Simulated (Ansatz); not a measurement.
A nudged elastic band was laid between two geometries of C₂H₃BClN (8 atoms, charge 0, multiplicity 1).

Method: RKS LDA/def2-SVP (Ansatz).

```json
{
 "movable images": "7",
 "climbing image": "yes",
 "spring": "5.0 eV/Å²",
 "optimiser": "quadratic models (default)",
 "start path": "IDPP",
 "force threshold": "0.03 eV/Å",
 "iteration limit": "40",
 "end points": "relaxed"
}
```

Image 0:

```xyz
8
Properties=species:S:1:pos:R:3
C -0.487 -0.647 0.662
B 0.584 0.072 -0.181
Cl 2.277 -0.327 -0.095
C 0.206 1.200 -1.151
N -0.104 2.055 -1.884
H -0.087 -1.458 1.301
H -1.014 0.101 1.299
H -1.282 -1.053 -0.005
```

Image 8:

```xyz
8
Properties=species:S:1:pos:R:3
C -0.580 -0.724 0.485
B 0.465 -0.022 -0.404
Cl 1.564 -0.895 -1.435
C 0.586 1.508 -0.432
N 0.663 2.674 -0.443
H -0.466 -0.389 1.542
H -1.599 -0.380 0.192
H -0.540 -1.830 0.438
```

Problem. What changes between the two ends?

Solution. No bond is made or broken. The dihedral H6–C1–B2–Cl3 goes from -2 to 126°. The two ends are copies of one structure, up to a mirror image or an exchange of like atoms.

Problem. What energy profile does the band end with?

Solution. The run converged. The highest image is number 4 of 0 to 8, 0.020 eV above the ends, which have the same energy within 2 meV. A vibrational analysis at the climbing image gives one clearly imaginary mode, 108i cm⁻¹: a first-order saddle point.

```
image  path coordinate (Å)  energy (eV)  dihedral H6–C1–B2–Cl3 (°)
    0                 0.00        0.000                         -2
    1                 0.41        0.001                         12
    2                 0.81        0.007                         26
    3                 1.22        0.015                         41
    4                 1.63        0.020                         57
    5                 2.04        0.015                         73
    6                 2.46        0.007                         90
    7                 2.88        0.001                        108
    8                 3.29        0.000                        126
```

Problem. What is the geometry of the highest image?

Solution. 
```xyz
8
Properties=species:S:1:pos:R:3
C -0.576 -0.665 0.555
B 0.499 0.010 -0.322
Cl 1.862 -0.889 -0.935
C 0.442 1.493 -0.707
N 0.369 2.626 -0.983
H -0.095 -1.124 1.449
H -1.386 0.014 0.887
H -1.023 -1.522 0.001
```

Problem. What are the harmonic wavenumbers there?

Solution. 108i, 144, 224, 271, 462, 481, 588, 766, 789, 1079, 1126, 1255, 1339, 1346, 2289, 2962, 3041, 3100 cm⁻¹.

The run took 100 s on 1 thread of AMD EPYC 7R43 64-Core Processor (Zen 3), on a shared host, peak memory 0.26 GiB.
